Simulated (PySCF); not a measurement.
A structure optimised at TPSSh-D3(BJ)/def2-SVP, used in a PySCF frequency run:

```xyz
8

O      2.2390     0.0000     0.6538
C      1.1159     0.0000     0.2643
O      0.0000     0.0000     1.1411
C     -1.1159     0.0000     0.2643
O     -2.2390     0.0000     0.6538
Si     0.0000     0.0000    -1.3198
H      0.0000    -1.2319    -2.1419
H      0.0000     1.2319    -2.1419
```

Q: Write its SMILES, formula and point group.

A: O=C1OC(=O)[SiH2]1, C₂H₂O₃Si, C2v

Q: What are its rotational constants (standard atomic weights)?

A: 5.1966, 2.6133, 1.7763 GHz
